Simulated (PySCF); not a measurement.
# Radial density of W⁻ (tungsten, charge -1)

TPSSh, [Xe] 4f14 5d5 6s2, high-spin 6S determinant. All numbers are calculated (PySCF 2.14, scalar relativity through the core potential, in aug-cc-pVTZ-PP with ECP60MDF (6s6p5d3f2g, 88 functions)). This is the valence pseudo-density: the core potential removes the inner electrons and smooths the orbitals near the nucleus.

| r (bohr) | 4πr²ρ (e/bohr) | 4πr²(ρα − ρβ) |
| --- | --- | --- |
| 0.241 | 0.0002734 | 0.0000 |
| 0.405 | 0.05442 | 0.0023 |
| 0.680 | 3.635 | 0.1895 |
| 1.14 | 10.71 | 1.9458 |
| 1.93 | 4.070 | 2.3300 |
| 3.24 | 1.334 | 0.8127 |
| 5.45 | 0.2905 | 0.0553 |
| 9.16 | 0.03472 | -0.0153 |
| 15.4 | 0.0009129 | -0.0007 |

Energies and moments cover only the electrons outside the core potential. Spin-orbit coupling, which splits the p, d and f shells strongly at this Z, is absent. ⟨S²⟩ = 8.84 against 8.75 shows spin contamination. At TPSSh the highest occupied level has a positive energy, so only the finite basis holds that electron; in a semilocal or global hybrid functional this comes from self-interaction and does not mean that the real anion is unbound.

Problem. Where is the radial spin density 4πr²(ρα − ρβ) most negative, and why is it negative at all?

Solution. Around r = 9.16 bohr, down to -0.0153 e/bohr: exchange with the open shell polarises the paired shells in an unrestricted calculation.
